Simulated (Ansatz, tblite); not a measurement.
Spin states of cis-PtH2(AsH3)2 (As2PtH8), formally d⁸, each relaxed with PBE0-D4/def2-SVP in Ansatz. Electronic energies in the gas phase.

In the def2 sets Pt takes a core potential; there is no spin–orbit coupling. The xTB rows come from tblite. HSE06 is defined as in plane-wave codes, on full-range PBE exchange. Correlated methods freeze 18 core orbitals; core or outer-core shells of Pt, As are correlated, in sets that lack core-valence functions. The name describes the singlet; other states may take another shape.

Singlet geometry:

```xyz
11

Pt   -0.472    1.019   -0.083
H    -1.454    1.974    0.717
H    -0.495    2.274   -1.052
As    1.059   -0.084   -1.625
H     1.627   -1.482   -1.441
H     2.377    0.598   -1.919
H     0.622   -0.264   -3.062
As   -0.731   -0.645    1.679
H    -2.129   -1.114    2.019
H    -0.322   -0.258    3.083
H    -0.083   -2.019    1.684
```

Triplet geometry:

Cartesian coordinates in Å:
```
Pt -0.770 0.417 -0.852
H -1.940 -0.005 0.218
H -1.387 1.850 -1.239
As 0.395 1.556 0.946
H 0.998 0.822 2.136
H -0.451 2.542 1.718
H 1.576 2.475 0.682
As 0.203 -1.867 -0.913
H 1.341 -2.315 -1.817
H -0.734 -3.010 -1.241
H 0.769 -2.465 0.361
```

Only these spin states were relaxed.

Second-order perturbation terms are unreliable where d shells bring near-degenerate states, and here MP2/def2-TZVP lies more than 0.4 eV from the median of the functionals without such a term.

```tsv
level	triplet − singlet (kJ/mol)	lowest of these	remarks
HF/def2-TZVP	179.6	singlet	test for broken spin undecided (singlet)
revPBE-D4/def2-TZVP	213.2	singlet	–
r2SCAN-D4/def2-TZVP	207.2	singlet	–
HSE06-D4/def2-TZVP	216.9	singlet	–
CAM-B3LYP-D4/def2-TZVP	223.0	singlet	–
B2PLYP/def2-TZVP	228.7	singlet	–
```

Estimate the rows for GFN1-xTB, GFN2-xTB, PBE-D4/def2-TZVP, B97M-V/def2-TZVP, RPA@PBE/def2-TZVP, MP2/def2-TZVP.


| level | triplet − singlet (kJ/mol) | lowest of these | remarks |
| --- | --- | --- | --- |
| GFN1-xTB | 214.2 | singlet | – |
| GFN2-xTB | 221.4 | singlet | – |
| PBE-D4/def2-TZVP | 215.5 | singlet | – |
| B97M-V/def2-TZVP | 216.3 | singlet | – |
| RPA@PBE/def2-TZVP | 223.7 | singlet | – |
| MP2/def2-TZVP | 256.2 | singlet | test for broken spin undecided (singlet) |

The xTB methods have no spin-polarisation term.

How do the metal–ligand distances follow the spin state?


```
  state  donor atoms  mean metal–ligand distance (Å)  range (Å)  Mulliken spin on the metal (PBE0)
singlet            4                           2.012  1.59–2.44                                  0
triplet            4                           2.040  1.61–2.48                               1.12
```

⟨S²⟩ at PBE0-D4/def2-TZVP: singlet 0.00 (pure 0.00), triplet 2.00 (pure 2.00).
